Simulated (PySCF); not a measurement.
**Do core-level shifts follow atomic charges?**

C₃H₈BN.
Bonds: B1–N2, N2–C3, C3–C4, C4–C5 (double). Hydrogens: H6, H7 on B1; H8 on N2; H9, H10 on C3; H11 on C4; H12, H13 on C5.

Binding energies: delta-SCF UKS SCAN, pcX-2 on the ionised atom, pcseg-1 elsewhere, spin-free X2C (PySCF). Charges: PBE0/pcSseg-1 ground-state density, for the ionised atom.

```
atom                   environment  C 1s (eV)  Mulliken (e)  IAO (e)  Hirshfeld (e)  ESP (e)
  C5          terminal =CH2 carbon     290.30        -0.162   -0.321         -0.111   -0.498
  C4              alkene CH carbon     290.71        -0.288   -0.144         -0.045   -0.063
  C3  sp3 carbon bound to nitrogen     291.91        +0.059   -0.147         -0.011   +0.096
```

Task: How well does each charge scheme correlate with the binding energies over these sites?

Result: Hirshfeld: r = 0.90, slope 14.8 eV per e; ESP: r = 0.86, slope 2.3 eV per e; Mulliken: r = 0.82, slope 3.9 eV per e; IAO: r = 0.69, slope 5.7 eV per e. Hirshfeld charges have the highest r, on only 3 points.

Task: The point-charge model writes a binding energy as kq + V + constant, with V the potential of the other atoms' charges at the site. What does it give with the Hirshfeld charges?

Result: V = Σ 14.40 eV Å × q/r over all other atoms: +1.13 eV at C5, +0.27 eV at C4, +0.24 eV at C3. Fitting binding energy − V to q gives k = 24.3 eV per e and leaves an rms residual of 0.18 eV, against 0.30 eV for the fit on q alone. The model has no term for differences in relaxation between sites.

Geometry: PBE0-D3(BJ)/def2-SVP, one conformer, isolated molecule.

The values belong to the conformer `[BH2:1][NH:2][CH2:3][CH:4]=[CH2:5]`: B1–N2–C3–C4 -114°, N2–C3–C4–C5 8°.
